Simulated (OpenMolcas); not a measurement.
**What dynamic correlation does to the levels of Dy4+**

```json
{
  "Program": "OpenMolcas 26.06",
  "Basis": "ANO-RCC-VQZP [9s8p6d4f3g2h]",
  "Scalar Hamiltonian": "DKH3, point nucleus",
  "Active space": "8 electrons in 7 orbitals (4f)",
  "State averaging": "2S+1 = 7 even, 7 roots; 2S+1 = 5 even, 140 roots (31 in the spin-orbit step)",
  "Spin-orbit coupling": "RASSI with atomic mean-field integrals over the reference wave functions, term energies averaged over their components"
}
```

Methods on the same reference wave functions:
A. CASSCF
B. SS-CASPT2, IPEA 0.25 Eh, imaginary shift 0.1 Eh (closed shells correlated: 5s 5p)

Energies in eV above 4f⁸ ⁷F₆.

| Level | A | B |
| --- | --- | --- |
| 4f⁸ ⁷F₆ | 0.0000 | 0.0000 |
| 4f⁸ ⁷F₅ | 0.3384 | 0.344 |
| 4f⁸ ⁷F₄ | 0.5560 | 0.559 |
| 4f⁸ ⁷F₃ | 0.7078 | 0.708 |
| 4f⁸ ⁷F₂ | 0.8109 | 0.810 |
| 4f⁸ ⁷F₁ | 0.8749 | 0.873 |
| 4f⁸ ⁷F₀ | 0.9055 | 0.903 |
| 4f⁸ ⁵D₄ | 3.2984 | 2.946 |

The lowest spin-free term lies below A's lowest term by 0.634 hartree in B.

CASPT2 does not keep the components of a term degenerate, so their means are used; among the terms shown or strongly mixed into the levels shown the widest spread is 51 cm-1 (4f⁸ ⁷F, B). High states are left out of the spin-orbit mixing, which shifts the levels that they would mix with. Without dynamic correlation excited terms often stand tens of per cent too high (terms of higher spin than the ground term too low), and those without a measured partner can miss by more than the paired ones (holds for A). Levels of configurations outside the active space are missing. Levels that lie high or do not pair safely by name in every column are left out.
